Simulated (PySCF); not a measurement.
Bonds (- single, = double, # triple, : aromatic): C1-C2 1.481 Å, C2:C3 1.411 Å, C3:C4 1.367 Å, C4:O5 1.328 Å, O5:C6 1.357 Å, C6-C7 1.439 Å, C7=O8 1.189 Å, C7-F9 1.366 Å, C6:C2 1.388 Å. C1 carries H10, H11, H12; C3 carries H13; C4 carries H14.

[PySCF 2.14: GIAO PBE0/pcSseg-1 shieldings; geometry from GFN2-xTB; no solvent; one computed conformer; equivalent nuclei averaged; no relativistic terms]

Q: Predict the 2D correlation tables (HSQC, COSY, HMBC).

A: 

HSQC (one-bond C–H):
```tsv
δH	δC
7.62 (H14)	153.2 (C4)
6.73 (H13)	122.3 (C3)
2.74 (H10/H11/H12)	14.1 (C1)
```

COSY cross peaks (H two or three bonds apart, from the bond graph; peaks can be absent where the dihedral angle is near 90°):
```tsv
δH	δH
7.62 (H14)	6.73 (H13)
```

HMBC (two and three bonds, from the bond graph):
```tsv
δH	δC
7.62 (H14)	150.1 (C2), 141.5 (C6), 122.3 (C3)
6.73 (H13)	153.2 (C4), 150.1 (C2), 141.5 (C6), 14.1 (C1)
2.74 (H10/H11/H12)	150.1 (C2), 141.5 (C6), 122.3 (C3)
```

Shifts are taken against calculated references (same method and geometry level): $^{1}$H (31.72 ppm), $^{13}$C (186.93 ppm) vs TMS.

Short H···H contacts in this conformer between protons four or more bonds apart (candidates for NOE cross peaks, intensity ∝ r⁻⁶): H12···H13 2.77 Å.

Shifts are as computed. Against solution values, carbons near 30 ppm lie about +3 ppm off and those near 130 ppm about +5 ppm. Of 1211 compounds with measured shifts, 218 miss one by over three times the rms of a fit or turn the order of signals round; such compounds aren't used in these exercises.
